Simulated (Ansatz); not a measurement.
Reaction (formal exchange of groups at the Sn–C bond): `N#[C][Sn]([F])([F])[Cl]` + SiH₄ → `[F][Sn]([F])([SiH3])[Cl]` + `C#N`

Calculated with Ansatz (gas phase, PBE0-D4/def2-TZVP geometries, no zero-point term in ΔE). CCSD(T)/CBS is the MP2 limit (def2-TZVPP, def2-QZVPP) plus CCSD(T) − MP2 in def2-TZVPP, frozen cores. This one scheme is used for every species. Functionals use def2-TZVPP. def2 core potentials past Kr. For Sn outer-core shells are correlated without core-valence functions, which leaves a few kJ/mol of doubt a bond.

```csv
level,ΔE (kJ/mol)
B97M-V,-50.9
PBE0-D4,-65.2
CAM-B3LYP-D4,-57.8
PBE-QIDH,-54.3
HF/def2-SVP,-52.6
HF/def2-TZVPP,-41.9
CCSD/def2-TZVPP,-45.5
HF/CBS(def2),-40.8
```

(1) What does CCSD(T)/CBS give? (Best estimate.)

Largest T1 diagnostic among the species: 0.014.

Results:

(1) The calculation gave: -54.0 kJ/mol. The listed levels differ from it by 3.1, -11.2, -3.8, -0.3, 1.4, 12.1, 8.5, 13.2 kJ/mol.

From PBE to PBE0 (25 % exact exchange), in def2-TZVPP and without D4, ΔE moves by +3.5 kJ/mol. Leaving LDA and LC-ωPBE aside and taking each functional with its dispersion term where it has one, the values, not all of them listed here, spread over 17.7 kJ/mol, from PBE-D4 to B97M-V. LDA lies −6.5 kJ/mol from PBE without D4. At CCSD(T), def2-SVP lies +10.8 kJ/mol from the extrapolated value and def2-TZVPP +9.8 kJ/mol.

CCSD(T)/CBS has its own doubt, a few kJ/mol and more with outer-core shells, so smaller differences from it don't rank the levels.
